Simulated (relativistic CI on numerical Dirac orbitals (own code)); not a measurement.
**Radial parameters of Tc²⁺**

Calculated at this level of theory: Dirac-Coulomb-Breit CI, orbitals from a KLI potential per configuration, a model potential for QED, valence Slater integrals scaled by 0.85, P86 correlation energy added to each configuration (own radial code, finite nucleus).

Slater integrals F^k, G^k are unscaled and averaged over j, outside the closed core [Ar] 3d10 4s2; ζ comes from projecting the Hamiltonian with its Breit term on Σ l·s of the shell.

- 4p6 4d5: F^2(4d,4d) = 61675, F^4(4d,4d) = 40180, ζ(4d) = 812.91 cm⁻¹; <r>(4d) = 1.615, <r^2>(4d) = 3.098 (bohr units).
- 4p6 4d4 5s: F^2(4d,4d) = 63802, F^4(4d,4d) = 41701, ζ(4d) = 899.56, G^2(4d,5s) = 16500 cm⁻¹; <r>(4d) = 1.567, <r^2>(4d) = 2.91, <r>(5s) = 2.783, <r^2>(5s) = 8.713 (bohr units).
- 4p6 4d4 5p: F^2(4d,4d) = 64521, F^4(4d,4d) = 42230, ζ(4d) = 926.42, F^2(4d,5p) = 22637, G^1(4d,5p) = 9860.6, G^3(4d,5p) = 8245.4, ζ(5p) = 1526 cm⁻¹; <r>(4d) = 1.552, <r^2>(4d) = 2.853, <r>(5p) = 3.35, <r^2>(5p) = 12.64 (bohr units).

Q: Give the Racah parameters of the d shell in 4p6 4d5.

A: B = F²/49 − 5F⁴/441 = 803 cm⁻¹ and C = 35F⁴/441 = 3189 cm⁻¹; values fitted to spectra at such low charge are typically 15 to 30 % smaller.

In this model ζ of a weakly bound d, f or g electron outside closed shells comes out too small, for d by up to a factor of two or three and at times with the wrong sign; that of an outer p electron is too small as well.

Correlation outside the listed configurations is missing or only estimated: errors of thousands of cm⁻¹ between configurations and terms are usual at this charge. Rates and lifetimes follow the computed energies and can be off by large factors. The fine structure of a lone outer electron comes out too small, for d and f at times inverted, and misplaced configurations move strength between like terms.

Averages of the first 10 configurations, taken without configuration mixing, which lowers the lowest level and can move excited configurations by several eV; other configurations of the list can lie among them:

```
Configuration  Parity  States  Average energy above the lowest level (eV)
      4p6 4d5    even     252                                         4.4
   4p6 4d4 5s    even     420                                         9.5
   4p6 4d4 5p     odd    1260                                        15.0
   4p6 4d4 4f     odd    2940                                        24.9
  4p6 4d3 5s2    even     120                                        17.1
   4p6 4d4 5d    even    2100                                        21.6
   4p6 4d4 6s    even     420                                        21.6
4p6 4d3 5s 5p     odd    1440                                        22.0
   4p6 4d4 6p     odd    1260                                        23.5
   4p6 4d4 6d    even    2100                                        26.2
```
